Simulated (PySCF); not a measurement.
**`C1(=C)[C@@H](C#C)[C@H](F)/C1=C/F`, C8H6F2**

Geometry (Å), atoms numbered from 1 in this order:
```xyz
16

C     3.1219   -0.1911   -0.7365
C     1.9340   -0.3166   -0.8136
C     0.4995   -0.4504   -0.8588
C    -0.3094    0.6915   -0.2549
C    -0.3375    1.9975   -0.4551
C    -1.0024   -0.2260    0.6462
C    -2.0283   -0.1622    1.4811
F    -2.6889    0.9795    1.7143
C    -0.1405   -1.3844    0.2050
F    -0.8167   -2.4649   -0.3002
H     4.1644   -0.0865   -0.6888
H     0.1724   -0.7138   -1.8681
H     0.2982    2.4642   -1.1877
H    -0.9969    2.6346    0.1087
H    -2.4312   -0.9971    2.0361
H     0.5538   -1.7653    0.9608
```

Computed with PySCF 2.14.0, GIAO BHandHLYP/pcSseg-1 magnetisability, rotational g tensor and spin-rotation constants, non-relativistic, gas phase. Geometry: GFN2-xTB.

**Question.** How diamagnetic is it, and how anisotropic?

**Answer.** Isotropic -1252 × 10⁻³⁰ J/T², or -75.4 × 10⁻⁶ cm³/mol; principal values -1375, -1216, -1164 × 10⁻³⁰ J/T², anisotropy 191 × 10⁻³⁰ J/T² (root of half the summed squared differences of the principal values). The susceptibility is in cgs units.

**Question.** Split it along the inertial axes a, b, c into diamagnetic and paramagnetic parts about the centre of mass, with the quadrupole moment.

**Answer.** 
```
axis  χ (10⁻⁶ cm³/mol)  diamagnetic (10⁻⁶ cm³/mol)  paramagnetic (10⁻⁶ cm³/mol)  summed x² of all electrons (Å²)  quadrupole Θ (D Å)
   a             -73.6                      -680.2                        606.6                            266.0               +2.34
   b             -74.4                     -1264.7                       1190.3                            128.2               -3.04
   c             -78.2                     -1672.4                       1594.2                             32.1               +0.70
```
Anisotropies 2χaa − χbb − χcc = +5.4 and 2χbb − χaa − χcc = +3.0 × 10⁻⁶ cm³/mol. Θ is traceless in Buckingham's convention.

**Question.** And the rotational g tensor?

**Answer.** 
```tsv
axis	rotational constant (GHz)	g	nuclear part	electronic part
a	2.0005	-0.0256	0.5445	-0.5701
b	0.9651	-0.0105	0.5292	-0.5397
c	0.7134	-0.0073	0.5270	-0.5343
```
Asymmetric top; isotopes 12C, 19F, 1H; no vibrational averaging.
